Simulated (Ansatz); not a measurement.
`C[Se][SnH]([Cl])[Cl]` + HCl → `[Cl][SnH]([Cl])[Cl]` + `C[SeH]` at 700 K and 1 bar (ligand exchange at the Sn–Se bond).

Gas-phase electronic energies from Ansatz, PBE0-D4/def2-TZVP geometries. CCSD(T)/CBS adds triple-zeta CCSD(T) − MP2 to the extrapolated MP2 energy (def2 sets, frozen cores). This one scheme is used for every species. def2 core potentials past Kr. For Se, Sn outer-core shells are correlated without core-valence functions, which leaves a few kJ/mol of doubt a bond. Scalar relativity is left out up to krypton. Each species was taken in one conformer, which may not be the lowest.

| species | CCSD(T)/CBS energy (Eh) | H − E (kJ/mol) | S (J/(mol·K)) |
| --- | --- | --- | --- |
| `C[Se][SnH]([Cl])[Cl]` | -3574.86900 | 208.2 | 540.4 |
| HCl | -460.38127 | 38.4 | 211.8 |
| `[Cl][SnH]([Cl])[Cl]` | -1594.09169 | 84.4 | 425.1 |
| `C[SeH]` | -2441.15625 | 157.6 | 325.3 |

H − E and S are ideal-gas, rigid-rotor, harmonic terms from PBE0-D4/def2-TZVP, for one conformer and one mirror image of each species. 1 Eh = 2625.50 kJ/mol, R = 8.31446 J/(mol·K).

By hand: ΔE, ΔH, ΔS and ΔG.

ΔE = (-1594.09169) + (-2441.15625) − (-3574.86900) − (-460.38127) = 0.00233 Eh = 6.1 kJ/mol. Δ(H − E) = 84.4 + 157.6 − 208.2 − 38.4 = -4.6, so ΔH = 1.5 kJ/mol. ΔS = 425.1 + 325.3 − 540.4 − 211.8 = -1.8 J/(mol·K). ΔG = 1.5 − 700 × (-1.8)/1000 = 2.8 kJ/mol.

By hand: the equilibrium constant, and the temperature at which ΔG would vanish if ΔH and ΔS stayed fixed.

log₁₀ K = −ΔG/(RT ln 10) = -0.2. ΔH and −TΔS have one sign here, so there is no such temperature. One of them is within its doubt of zero, so this could turn.

TΔS isn't small against ΔH here. The sign of ΔG lies within the doubt. A doubt of 5 kJ/mol in ΔE shifts log₁₀ K by 0.4 here. Other conformers and mirror images would add mixing entropy, several J/(mol·K) or more a flexible species. Modes under 60 cm⁻¹, often nearly free rotors, make the harmonic entropy too high. These are equilibria of isolated gas molecules and say nothing of rates. Largest T1 diagnostic: 0.011 (customary marks: 0.02 for closed shells, 0.045 for open ones).
